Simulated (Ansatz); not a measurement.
Geometry optimisation, RKS PBE/def2-SVP (Ansatz 0.2.0).

Input file:

```yaml
crystal:
  periodic: [false, false, false]
  atoms:
    - { symbol: W, position_ang: [0.297419, 0.343544, -0.298324] }
    - { symbol: Cl, position_ang: [-0.241555, -0.470616, 3.176374] }
    - { symbol: F, position_ang: [1.925346, 0.060295, -1.195978] }
    - { symbol: Cl, position_ang: [0.027478, 2.405193, -1.327944] }
    - { symbol: F, position_ang: [-1.308882, 0.603962, 0.602686] }
    - { symbol: F, position_ang: [0.394743, -1.396999, 0.373722] }
    - { symbol: F, position_ang: [-0.517956, -0.413374, -1.802178] }
    - { symbol: O, position_ang: [1.380826, 1.105392, 1.085082] }
    - { symbol: H, position_ang: [2.330482, 1.322552, 1.113579] }
    - { symbol: H, position_ang: [0.425899, 0.676451, 3.029981] }
basis:
  gaussian: { orbitals: def2-SVP }
hamiltonian:
  xc: pbe
relax:
  f_tol: 0.03
  max_steps: 50
```

Run as:

```bash
$ ansatz run input.yaml --threads 4 --pin off --max-ram 5120MiB --backend cpu --events-out ev --progress --plain --runs-dir out
```

**Question.** Where does it end, and by what steps?

**Answer.** The run converged. The force dipped under the threshold on the way, but the program's further checks kept it going. After 28 steps the energy has fallen by 0.225 eV; Cl2 moved furthest, 1.54 Å.

| step | energy less start (eV) | largest force component (eV/Å) | accepted |
| --- | --- | --- | --- |
| 0 | 0.0000 | 0.883 | yes |
| 1 | -0.1088 | 0.763 | yes |
| 2 | -0.1527 | 0.342 | yes |
| 3 | -0.1597 | 0.944 | yes |
| 4 | -0.1907 | 0.339 | yes |
| 5 | -0.1993 | 0.090 | yes |
| 6 | -0.2048 | 0.188 | yes |
| 7 | -0.2103 | 0.121 | yes |
| 8 | -0.2134 | 0.092 | yes |
| 9 | -0.2157 | 0.032 | yes |
| 10 | -0.2171 | 0.081 | yes |
| 11 | -0.2178 | 0.120 | yes |
| 12 | -0.2186 | 0.159 | yes |
| 13 | -0.2194 | 0.175 | yes |
| 14 | -0.2203 | 0.139 | yes |
| 15 | -0.2210 | 0.076 | yes |
| 16 | -0.2217 | 0.072 | yes |
| 17 | -0.2222 | 0.074 | yes |
| 18 | -0.2225 | 0.094 | yes |
| 19 | -0.2228 | 0.114 | yes |
| 20 | -0.2232 | 0.073 | yes |
| 21 | -0.2235 | 0.034 | yes |
| 22 | -0.2239 | 0.026 | yes |
| 23 | -0.2239 | 0.087 | yes |
| 24 | -0.2242 | 0.034 | yes |
| 25 | -0.2243 | 0.011 | yes |
| 26 | -0.2245 | 0.016 | yes |
| 27 | -0.2245 | 0.039 | yes |
| 28 | -0.2246 | 0.015 | yes |

```xyz
10
Properties=species:S:1:pos:R:3
W 0.323 0.251 -0.450
Cl -0.338 0.871 3.922
F 1.950 0.428 -1.371
Cl -0.196 2.480 -0.713
F -1.228 -0.004 0.548
F 0.595 -1.604 -0.338
F -0.462 -0.091 -2.110
O 1.346 0.547 1.118
H 2.302 0.666 1.276
H 0.421 0.692 2.875
```

Whether the end is a true minimum wasn't checked by a vibrational analysis.

The run took 91 s on 4 threads of Arm Neoverse V1, on a shared host, peak memory 0.23 GiB.
